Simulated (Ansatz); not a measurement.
Gas-phase electronic energies from Ansatz, PBE0-D4/def2-TZVP geometries. CCSD(T)/CBS adds triple-zeta CCSD(T) − MP2 to the extrapolated MP2 energy (def2 sets, frozen cores). This one scheme is used for every species, atoms too. Functionals use def2-TZVPP. No spin–orbit coupling; open shells (•) take unrestricted orbitals. Spin–orbit coupling would lower the free atoms: a little for Al, C, Cl. One conformer a species, not always the lowest.

`CC[N](C)[Al]([Cl])[Cl]` → Al• + 3 C• + 2 Cl• + 8 H• + N•  (atomization)

`CC[N](C)[Al]([Cl])[Cl]`:

```xyz
15

C     0.979    1.183    1.124
C     0.005    1.051   -0.035
N    -0.317   -0.321   -0.388
C    -1.144   -1.002    0.586
Al    0.244   -1.079   -1.866
Cl    1.432   -0.015   -3.210
Cl   -0.271   -3.051   -2.308
H     1.927    0.693    0.889
H     0.586    0.739    2.041
H     1.183    2.237    1.331
H    -0.925    1.586    0.205
H     0.429    1.549   -0.913
H    -2.075   -0.448    0.764
H    -0.640   -1.123    1.551
H    -1.413   -1.999    0.231
```

CCSD(T)/CBS gives +5671.6 kJ/mol.

(1) Another level gave +5657.4 kJ/mol. Which?
A. MP2/def2-TZVPP
B. CCSD(T)/def2-TZVPP
C. SCS-MP2/def2-TZVPP
D. PBE0/def2-TZVPP

Largest T1 diagnostic among the species: 0.018.

Answers

(1) D. PBE0 5657.4, CCSD(T)/def2-TZVPP 5525.2, MP2/def2-TZVPP 5623.7, SCS-MP2/def2-TZVPP 5588.9 kJ/mol.

In def2-TZVPP, CCSD(T) changes the Hartree–Fock value by +1314.7 kJ/mol (the triples alone add +80.9 kJ/mol) and MP2 by +1413.3 kJ/mol; breaking electron pairs costs correlation energy, which Hartree–Fock lacks. From PBE to PBE0 (25 % exact exchange), in def2-TZVPP and without D4, ΔE moves by −66.4 kJ/mol: exact exchange takes away binding that semilocal exchange gives to molecules.

For atomizations the MP2-based limit and the directly extrapolated one differ by several kJ/mol either way, and by 10 to 25 for some Ge, Se and Sn compounds, so smaller differences from it don't rank the levels.
